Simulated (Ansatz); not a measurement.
A run for Ansatz (a first-principles code): U-CCSD(T)/cc-pV(T+d)Z on AlClH2 (SMILES [AlH2][Cl]), a point of a bond scan (R = 1.255 Å). Files ending in .json are basis or fitting sets from the Basis Set Exchange.

Ansatz 0.2 input:
```yaml
crystal:
  periodic: [false, false, false]
  atoms:
    - {symbol: Al, position_ang: [-0.00485882, -0.35109449, -1.01440583]}
    - {symbol: H, position_ang: [-1.11498788, -0.43413686, -1.59471005]}
    - {symbol: H, position_ang: [1.37623290, -0.72200504, -1.66059972]}
    - {symbol: Cl, position_ang: [0.00467364, 0.33771358, 0.97574480]}
basis:
  gaussian:
    orbitals: cc-pV_T+d_Z.json
correlation: {method: ccsd_t, electrons: outside_noble_gas}
scf: {omitted_lower_state_checks: [cluster_reference]}
magnetization: {spin_polarized: true, initial_magnetization: 0}
```

Program output:

```
WARN ansatz: RAYON_NUM_THREADS=1 ignored (pool sized by the plan → 1); use --threads N
Functional definition: HF
these checks for a lower state are left out or cut short: cluster_reference
integrals: 0.21 GiB planned
626 factors; integrals over basis functions are off by at most 1.3e-3 eV
mean field: 0.25 GiB planned
mean field evaluation 1: about -19118.9330 eV, gradient 9.7e0 eV
mean field evaluation 2: about -19118.9352 eV, gradient 9.7e0 eV
mean field evaluation 4: about -19119.6544 eV, gradient 9.8e-1 eV
mean field evaluation 8: about -19119.6615 eV, gradient 3.2e-4 eV
mean field -19119.66154725 eV, -702.6346020895 hartree, gradient 3.0e-6 eV, S^2 0.000000; 0 other end points of the search recorded, 0 dependent functions left out
10 core orbitals not correlated
reference -19119.66154725 eV, -702.6346020895 hartree; 6, 6 occupied and 90, 90 virtual orbitals, 626 factors
second order -7.38457299 eV of doubles, -0.00000000 eV of singles
coupled cluster: 0.47 GiB planned
cycle   1  -8.00722371 eV  change   -6.2e-1 eV  update   5.5e-2
cycle   2  -8.23001133 eV  change   -2.2e-1 eV  update   1.7e-2
cycle   3  -8.24964612 eV  change   -2.0e-2 eV  update   6.0e-3
cycle   4  -8.24704942 eV  change    2.6e-3 eV  update   1.9e-3
cycle   5  -8.24674420 eV  change    3.1e-4 eV  update   6.5e-4
cycle   6  -8.24668406 eV  change    6.0e-5 eV  update   2.1e-4
cycle   7  -8.24667492 eV  change    9.1e-6 eV  update   6.3e-5
cycle   8  -8.24669485 eV  change   -2.0e-5 eV  update   2.2e-5
cycle   9  -8.24669484 eV  change    1.9e-8 eV  update   6.4e-6
perturbative correction -0.28199236 eV, -0.0103630281 hartree
Total energy: -19128.19023445 eV, -702.9480255630 hartree
Checks for a lower state left out: cluster_reference
```

Self-consistency was reached.

Cost: around 9 core-seconds (rough).
